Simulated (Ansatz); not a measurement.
## Energy profile

The step: SiH₄ + SiH₄ → Si₂H₆ ([SiH3][SiH3]) + H₂; bonds formed: Si1–Si7, H2–H6; bonds broken: Si1–H2, H6–Si7 (atoms numbered as in the saddle structure below).

```csv
atom,x (Å),y (Å),z (Å)
Si1,-0.1197,-1.1907,-0.2252
H2,1.5529,-1.1392,0.0985
H3,-1.5578,-0.7028,-0.4084
H4,0.2283,-1.6654,-1.5907
H5,-0.2465,-2.1077,0.9388
H6,1.0176,-0.1151,0.1724
Si7,-0.0904,1.3958,0.2201
H8,-0.6838,1.8003,-1.0791
H9,-1.1184,1.3961,1.2909
H10,1.0179,2.3286,0.5828
```

Electronic energies by CCSD(T) at an estimated basis limit (MP2 extrapolated from triple and quadruple zeta, plus CCSD(T) − MP2 in triple zeta), on PBE0-D4/def2-TZVP structures; Si₂H₈, closed shell; no counterpoise correction. Ansatz 0.2.0; basis: def2-TZVPP and def2-QZVPP; cores frozen in the correlated methods. Extrapolation: Hartree–Fock as exp(−7.88 √X), correlation as X^−2.97.

(1) Give the profile in eV, counted from the separated reactants. (Judge from chemistry; the value comes from the calculation.)

The T1 diagnostic stays at or below 0.014. The start structure is not quite a true minimum (one mode of 40i cm⁻¹).

Answers

(1) By the calculation:
```csv
point,eV
"separated: SiH₄ (Si1, H2, H3, H4, H5; singlet) + SiH₄ (H6, Si7, H8, H9, H10; singlet)",0.000
start structure,-0.033
saddle,3.297
end structure,0.172
"separated: Si₂H₆ (linked as [SiH3][SiH3]; Si1, H3, H4, H5, Si7, H8, H9, H10; singlet) + H₂ (H2, H6; singlet)",0.193
```

For scale, one of the runs: CCSD(T)/def2-TZVPP, 196 basis functions, launched by `ansatz run in.yaml --threads 2 --pin off --events-out ev --progress --plain --max-ram 4352MiB`. Hardware: 2 CPU threads of an Arm Neoverse V2, shared host. Wall time 29 s; peak host memory 2 GiB.
